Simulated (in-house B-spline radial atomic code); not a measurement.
Successive ionisation energies of tin; each step leads to the configuration of the next row (after the last: [Kr] 4d3/2(4) 4d5/2(3)). Dirac energy differences include first-order Breit, QED and recoil terms. NIST's values go from ground level to ground level; the uncertainty of those that are theory runs from under 0.1 % in few-electron ions to several per cent in heavy many-electron ones. Computed with a B-spline radial code for spherical atoms: Dirac-Hartree-Fock, jj configuration that fills j = l - 1/2 first, finite nuclei.

A number in brackets counts the electrons of a j subshell.

```csv
ion,configuration,ionisation energy (eV),tabulated value (eV),tabulated kind,computed minus tabulated (eV),highest orbital,largest mean radius (bohr)
Sn,[Kr] 4d10 5s2 5p1/2(2),6.25,7.343918,measured,-1.10,5p1/2,3.2138
Sn+,[Kr] 4d10 5s2 5p1/2(1),?,?,measured,?,?,?
Sn2+,[Kr] 4d10 5s2,28.52,30.506,measured,-1.99,5s1/2,2.2828
Sn3+,[Kr] 4d10 5s1,?,?,measured,?,?,?
Sn4+,[Kr] 4d10,75.09,77.03,measured,-1.94,4d5/2,1.0705
Sn5+,[Kr] 4d3/2(4) 4d5/2(5),94.47,94,tabulated theory,0.47,4d5/2,1.039
Sn6+,[Kr] 4d3/2(4) 4d5/2(4),114.79,112.9,tabulated theory,1.89,4d5/2,1.0111
```

Fill in the row of Sn+.

ionisation energy (eV): 13.99; tabulated value (eV): 14.63307; computed minus tabulated (eV): -0.64; highest orbital: 5p1/2; largest mean radius (bohr): 2.8815.

Fill in the row of Sn3+.

ionisation energy (eV): 39.25; tabulated value (eV): 40.74; computed minus tabulated (eV): -1.49; highest orbital: 5s1/2; largest mean radius (bohr): 2.177.

Where is the largest jump?

From Sn to Sn+, by a factor of 2.24 (6.2466 to 13.991 eV); the highest orbital goes from 5p1/2 to 5p1/2.

How far is this level of theory from the measured and semi-empirical values?

Over those 5 rows the differences run from -1.99 to -0.642 eV (mean absolute value 1.4 eV). The calculation leaves out correlation and, in open shells, the multiplet splittings that an average leaves out.
